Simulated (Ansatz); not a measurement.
Consider the redistribution: `[CH3][Ge]([F])([F])[AlH2]` + `[SiH3]C[SiH2]Cl` → `[CH3][Ge]([F])([F])[Cl]` + `[AlH2][SiH2]C[SiH3]`.

Isolated molecules relaxed with PBE0-D4/def2-TZVP in Ansatz; ΔE leaves out vibrations. CCSD(T)/CBS adds triple-zeta CCSD(T) − MP2 to the extrapolated MP2 energy (def2 sets, frozen cores). DFT in def2-TZVPP. For Ge outer-core shells are correlated without core-valence functions, which leaves a few kJ/mol of doubt a bond. Scalar relativity is left out up to krypton. One conformer a species, not always the lowest.

```tsv
level	ΔE (kJ/mol)
B2PLYP	43.6
MP2/def2-QZVPP	39.1
```

(1) What does CCSD(T)/CBS give? (An estimate is asked.)

Largest T1 diagnostic among the species: 0.012.

Results:

(1) Computed: +37.3 kJ/mol. The listed levels differ from it by 6.3, 1.8 kJ/mol.

The D4 term adds −8.2 kJ/mol with B3LYP and −4.2 kJ/mol with PBE0; it sums over pairs of atoms, weighted by their polarisabilities, and B3LYP, whose exchange is more repulsive, gets the larger term. In def2-TZVPP, CCSD(T) changes the Hartree–Fock value by −24.8 kJ/mol (the triples alone add −4.8 kJ/mol) and MP2 by −20.3 kJ/mol.

B3LYP here is the variant with VWN-RPA as its local correlation; programs differ in this.
